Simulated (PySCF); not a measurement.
**AlIn⁺ at r²SCANh**

Computed with r²SCANh; Al x2c-SVPall, In x2c-SVPall; spin-free X2C with a Gaussian nucleus (PySCF 2.14).

| Item | Value |
| --- | --- |
| state | ²Σ⁺ (doublet), unpaired electrons σ ↑ |
| bond length | 3.430 Å |
| harmonic wavenumber | 103 cm⁻¹ |
| force constant | 0.136 mdyn/Å |
| rotational constant Be | 0.06556 cm⁻¹ |
| anharmonicity ωexe | 0.486 cm⁻¹ |
| vibration–rotation constant αe | 0.000594 cm⁻¹ |
| well depth De to Al + In⁺ | 30.1 kcal/mol |
| dissociation energy D0 | 30.0 kcal/mol |
| bond order (Mayer) | 0.57 |
| dipole moment (positive dipole points towards In; it is taken about the centre of mass and depends on that origin) | -4.46 D |

These are scalar-relativistic numbers at best; spin–orbit coupling would shift them, the dissociation energy most. For an ion De counts to the pair picked by the measured ionisation energies or electron affinities, which need not be the lowest pair at this level. The state was picked by a PBE0 search and need not be the measured ground state.
